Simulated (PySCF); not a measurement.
A structure optimised at B3LYP-D3(BJ)/def2-SVP, used in a PySCF frequency run:

```xyz
4

In     0.0000     0.0000    -0.2524
F      0.0000    -1.6601    -1.2694
F      0.0000     1.6601    -1.2694
Cl     0.0000     0.0000     2.0714
```
Charge 0, spin multiplicity 1.

Q: Write its SMILES, formula and point group.

A: [F][In]([F])[Cl], ClF2In, C2v

Q: What are its rotational constants (standard atomic weights)?

A: 4.8259, 2.2913, 1.5537 GHz
